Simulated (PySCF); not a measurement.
A calculated (UHF, PySCF 2.14, aug-cc-pVDZ, no relativity, point nucleus) atom or ion has these occupied shells.

| shell | electrons | orbital energy (eV) | rms radius, mean of both spins (bohr) |
| --- | --- | --- | --- |
| 1s α | 1 | -308.89 | 0.312 |
| 1s β | 1 | -307.62 | 0.312 |
| 2s α | 1 | -22.596 | 1.76 |
| 2s β | 1 | -15.957 | 1.76 |
| 2p α | 2 | -11.924 | 1.93 |

**Question.** Name the element and its charge.

**Answer.** C (carbon, neutral), in [He] 2s2 2p2, high-spin 3P determinant.
